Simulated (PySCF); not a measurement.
C6H10, SMILES C(C(C)=C=C)C. Atoms are numbered in the order given.

```xyz
16

C      2.5804    -0.4022     0.2601
C      1.3373    -0.0335     0.0557
C      0.0899     0.3413    -0.1405
C     -0.3284     1.0647    -1.4025
C     -0.9832     0.0527     0.8975
C     -2.0314    -0.9641     0.4269
H      3.3008     0.2586     0.7567
H      2.9475    -1.3849    -0.0584
H     -1.0724     0.4774    -1.9668
H     -0.7996     2.0309    -1.1514
H      0.5304     1.2544    -2.0602
H     -1.4862     1.0038     1.1526
H     -0.5031    -0.3112     1.8184
H     -2.7808    -1.1419     1.2142
H     -1.5572    -1.9273     0.1813
H     -2.5674    -0.6133    -0.4691
```

Geometry optimised at TPSSh-D3(BJ)/def2-SVP. The values are those of a single conformer.

Two levels are set side by side: PBE/pcSseg-1 (PySCF) and KT2/pcSseg-1 (PySCF). GIAO shifts against TMS (¹H), TMS (¹³C) at the same level; non-relativistic, no solvent, atoms listed together averaged. Differences are taken from unrounded values.

```
quantity                 KT2    PBE  PBE minus KT2
---------------------  -----  -----  -------------
δ(¹³C) of C1 (ppm)      72.3   77.0            4.6
δ(¹³C) of C2 (ppm)     208.5  220.4           11.8
δ(¹³C) of C3 (ppm)     102.4  107.9            5.5
δ(¹³C) of C4 (ppm)      21.7   21.9            0.2
δ(¹³C) of C5 (ppm)      36.5   36.7            0.2
δ(¹³C) of C6 (ppm)      17.7   17.6           -0.2
δ(¹H) of H7, H8 (ppm)   4.99   5.05           0.07
```

Rough cost on one machine, each run with all the roots and properties that it gave: KT2 against PBE within a factor of 2.
